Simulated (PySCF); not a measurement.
Frontier levels across methods

BF₃H₃P.
Atom-mapped SMILES: `[BH3-:1][P+:2]([F:3])([F:4])[F:5]` (hydrogens: H6, H7, H8 on B1)

Cartesian coordinates in Å at the PBE0-D3(BJ)/def2-SVP level; atoms count from 1:
```
atom  x, y, z in Å
B1     1.0904   -0.0970    0.0288
P2    -0.7376    0.0603   -0.0285
F3    -1.5252   -0.7247   -1.1377
F4    -1.3343    1.4966   -0.2443
F5    -1.5536   -0.3835    1.2375
H6     1.2638   -1.2860    0.2167
H7     1.3746    0.6250    0.9675
H8     1.4290    0.3177   -1.0641
```

Basis pcSseg-2 throughout (PySCF), one geometry. Isolated species at its PBE0-D3(BJ)/def2-SVP geometry, gas phase.

Task: How do the orbital energies, the gap and the dipole change with the method?

Result: 
```tsv
method	kind	HOMO (eV)	LUMO (eV)	gap (eV)	μ (D)	SCF cycles
BLYP	GGA	-8.38	-1.07	7.31	1.22	14
OPBE	GGA	-8.41	-1.06	7.35	1.28	14
B97-D	GGA	-8.46	-1.08	7.38	1.26	14
PBE	GGA	-8.47	-1.18	7.29	1.22	14
KT2	GGA	-8.56	-1.30	7.26	1.09	15
LDA	LDA	-8.57	-1.43	7.14	1.06	13
BP86	GGA	-8.57	-1.25	7.32	1.23	14
KT3	GGA	-8.59	-1.26	7.33	1.16	15
B3LYP	global hybrid	-9.66	-0.46	9.20	1.20	13
PBE0	global hybrid	-9.86	-0.20	9.66	1.21	12
mPW1PW91	global hybrid	-9.90	-0.22	9.68	1.22	12
HF	Hartree–Fock	-13.22	3.48	16.71	1.37	10
```

The HOMO spans 4.84 eV, from BLYP down to HF, and the gap runs from 7.14 eV (LDA) to 16.71 eV (HF). Over the methods BLYP (0 %), OPBE (0 %), B97-D (0 %), PBE (0 %), KT2 (0 %), LDA (0 %), BP86 (0 %), KT3 (0 %), B3LYP (20 %), PBE0 (25 %), mPW1PW91 (25 %), HF (100 %), a straight line through the gap against the share of exact exchange rises by 0.94 eV for each 10 % (correlation coefficient 1.000). The dipole ranges from 1.06 D (LDA) to 1.37 D (HF). This basis has no diffuse functions.
